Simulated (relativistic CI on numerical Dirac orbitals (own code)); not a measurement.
Method of calculation: Dirac-Coulomb-Breit CI, orbitals from a KLI potential per configuration, model QED, unscaled Slater integrals (own radial code, finite nucleus).

The strongest absorption lines from the ground level of an ion, among the configurations computed and to levels below about 1760 eV (vacuum wavelength in nm, gf): 0.70603 (0.15), 0.70736 (0.031), 0.89483 (0.019), 0.91120 (0.017), 0.93419 (0.43), 0.93806 (0.24), 11.617 (0.15), 23.808 (0.0021).

(1) Which ion is it?
A. Ni XXV
B. Cr XXI
C. Ni XXIII
D. Fe XXIII

## Answers

(1) A. Ni XXV has 4 electrons and the ground level 2s² ¹S0; the strongest line goes to 2s3p ¹P°1. The pattern of lines fixes the number of electrons, and along that sequence the line energies rise steadily with the charge (about as its square where n changes within one kind of shell, about linearly where n is kept but much faster in heavy ions where fine structure, which grows about as Z⁴, sets the gap, and irregularly where shells cross), which fixes Z. Configurations outside the model, such as inner-shell arrays, can give stronger lines. At this charge energies of transitions that change n are usually good to better than 1 %, and those within a shell (Δn = 0) to a few per cent.

LS names give the leading component of a level, which can be under half, so a name can repeat, a term be missing and a line seem to break the LS rules.
